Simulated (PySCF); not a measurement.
Molecule: `C#CC[Si+](C)C`, [C₅H₉Si]+.

Mapped SMILES: `[CH:1]#[C:2][CH2:3][Si+:4]([CH3:5])[CH3:6]` (H(Xn): hydrogen on atom n).

Geometry PBE0-D3(BJ)/def2-SVP throughout; GIAO in PySCF 2.14, gas phase, one conformer, non-relativistic; equivalent atoms averaged; functional PBE0.

For orientation, 6-311+G(2d,p) gives these shifts δ (against TMS at the same level): C1 87.0, C2 67.6, C3 24.0, C5/C6 11.9, Si4 397.1, H(C1) 2.81, H(C3) 3.49, H(C5)/H(C6) 2.13 ppm.

A run gave: C1 76.0, C2 55.0, C3 22.8, C5/C6 14.7, Si4 399.1, H(C1) 3.72, H(C3) 3.06, H(C5)/H(C6) 2.74 ppm (shifts δ (against TMS at the same level)).

Which basis set was used in that run?
A. 6-31G*
B. STO-3G
C. def2-TZVP
D. def2-SVP

Answers

B. H(C1) tells them apart best: STO-3G gives 3.72, def2-SVP gives 2.73, def2-TZVP gives 2.82, 6-31G* gives 2.82 ppm.
